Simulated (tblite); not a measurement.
Q: Write Cartesian coordinates for `CCCP1CCC=C1C` as optimised with GFN2-xTB.

A: 
```xyz
24
C8H15P angstrom
C      3.222   -0.305   -0.157
C      2.181   -0.549    0.927
C      0.921    0.280    0.700
P      0.041   -0.183   -0.890
C     -0.943   -1.652   -0.284
C     -2.214   -1.146    0.411
C     -2.420    0.279    0.005
C     -1.425    0.892   -0.623
C     -1.421    2.299   -1.119
H      3.524    0.740   -0.170
H      2.805   -0.553   -1.132
H      4.104   -0.918    0.010
H      1.922   -1.611    0.943
H      2.602   -0.299    1.905
H      1.189    1.338    0.622
H      0.226    0.166    1.536
H     -0.332   -2.283    0.363
H     -1.204   -2.243   -1.166
H     -3.078   -1.755    0.132
H     -2.121   -1.205    1.500
H     -3.356    0.761    0.252
H     -0.552    2.835   -0.738
H     -1.362    2.308   -2.207
H     -2.323    2.825   -0.811
```

Any rigid rotation of these coordinates is as good. Atoms count from 1 in this order. Of the pairs four or more bonds apart, P4···H11 is among the closest relative to their van der Waals radii: 2.80 Å, 93 % of the sum of Bondi's values. The 5-membered ring P4–C5–C6–C7–C8 has internal angles of 89.6° to 117.7° (sum 537°, against 540° for a flat polygon); it is puckered, 0.08 Å rms from its mean plane, widest ring torsion 17°. The 6 C–C bonds span 1.327 Å (C7=C8, drawn double) to 1.534 Å (C5–C6, drawn single), a spread of 0.207 Å. The C–P distances run from 1.837 Å (P4–C8, drawn single) to 1.876 Å (C3–P4, drawn single), a spread of 0.039 Å.

Bonds between heavy atoms (Å): C1–C2 1.522, C2–C3 1.525, C3–P4 1.876, P4–C5 1.869, C5–C6 1.534, C6–C7 1.496, C7=C8 1.327, C8–C9 1.491, P4–C8 1.837.

Computed geometry: GFN2-xTB, gas phase.

Point group: C1 (no symmetry element, even within 0.4 Å). Its GFN2-xTB frequencies are all real (lowest 39 cm⁻¹). One conformer, not necessarily the lowest (C1–C2–C3–P4 63°, C2–C3–P4–C5 83°, C3–P4–C5–C6 82°, P4–C5–C6–C7 17°, C5–C6–C7–C8 -12°, C3–P4–C8–C7 -91°). 3 starts were optimised and ended at 0.00, 0.21 and 1.07 kcal/mol (GFN2-xTB); the lowest of these is shown.

On one thread, Arm Neoverse V2 (aarch64), no GPU (shared host), this took 1.4 s. This is the geometry optimisation.
